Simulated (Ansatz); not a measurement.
A CCSD(T) single point on Br2GeH2, SMILES `[Br][GeH2][Br]`.

```yaml
crystal:
  periodic: [false, false, false]
  atoms:
    - {symbol: Br, position_ang: [-0.832853, 0.417492, 1.958691]}
    - {symbol: Ge, position_ang: [-0.101294, 0.007794, -0.177726]}
    - {symbol: Br, position_ang: [2.082003, -0.695694, -0.102870]}
    - {symbol: H, position_ang: [-0.151423, 1.321903, -0.958176]}
    - {symbol: H, position_ang: [-0.946633, -1.125094, -0.761218]}
basis:
  gaussian: {orbitals: def2-TZVPP}
correlation: {method: ccsd_t}
output: {orbitals: {seedname: orbitals}}
```

```sh
$ ansatz run in.yaml --threads 4 --pin off --events-out ev --progress --plain
```

The program prints (abridged):

```
Functional definition: HF
1129 factors; integrals over basis functions are off by at most 5.6e-4 eV
mean field evaluation 1: about -196504.5304 eV, gradient 1.8e1 eV
mean field evaluation 2: about -196504.6526 eV, gradient 1.9e1 eV
mean field evaluation 4: about -196505.8050 eV, gradient 2.2e0 eV
mean field evaluation 8: about -196505.8275 eV, gradient 1.9e-1 eV
mean field -196505.82765814 eV, -7221.4559700025 hartree, gradient 4.0e-6 eV, S^2 0.000000; 0 other end points of the search recorded, 0 dependent functions left out
27 core orbitals not correlated: weight in the atoms' cores, before any rotation towards them, 1.000 or more for the frozen orbitals, at most 0.000 for the correlated occupied ones
reference -196505.82765814 eV, -7221.4559700025 hartree; 25, 25 occupied and 120, 120 virtual orbitals, 1129 factors
second order -21.81185320 eV of doubles, -0.00000000 eV of singles
cycle   1  -21.61209442 eV  change    2.0e-1 eV  update   9.3e-2
cycle   2  -22.18681204 eV  change   -5.7e-1 eV  update   2.5e-2
cycle   3  -22.23816645 eV  change   -5.1e-2 eV  update   1.1e-2
cycle   4  -22.22255818 eV  change    1.6e-2 eV  update   2.4e-3
cycle   5  -22.22360739 eV  change   -1.0e-3 eV  update   9.4e-4
cycle   6  -22.22364991 eV  change   -4.3e-5 eV  update   2.2e-4
cycle   7  -22.22351552 eV  change    1.3e-4 eV  update   7.9e-5
cycle   8  -22.22354391 eV  change   -2.8e-5 eV  update   2.1e-5
perturbative correction -0.77588806 eV, -0.0285133602 hartree
Total energy: -196528.82709011 eV, -7222.3011835379 hartree
```

It took 14 s on 4 threads of a server CPU on a shared host, with 1.1 GiB of host memory at the peak.

Correlation energy per correlated electron: -0.460 eV. T1 diagnostic: 0.0081.
